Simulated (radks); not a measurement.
Task: The mean radii <r> (bohr) of the occupied orbitals of an atom or ion are listed with their occupations. Method: non-relativistic Kohn-Sham, LDA (Slater exchange, VWN5 correlation), spin-polarised, spherical densities, point nucleus; computed with a radial shooting solver on a logarithmic mesh with Libxc functionals.

| orbital | occ. | <r> |
|---|---|---|
| 1s up | 1 | 0.09166 |
| 1s down | 1 | 0.09166 |
| 2s up | 1 | 0.4482 |
| 2s down | 1 | 0.4481 |
| 2p up | 3 | 0.4085 |
| 2p down | 3 | 0.4083 |
| 3s up | 1 | 1.539 |
| 3s down | 1 | 1.546 |
| 3p up | 3 | 1.832 |
| 3p down | 2 | 1.861 |

Name the element and its charge. Open shells, if any, are filled with parallel spins first.

Result: Z = 17, chlorine, charge 0: Cl in [Ne] 3s2 3p5. The 1s radius gives Z: for a bare nucleus <r> = 1.5/Z, 0.08824 bohr for Z = 17, and screening makes it slightly larger (0.09166 here). The occupations add up to 17, and the charge is Z minus that.
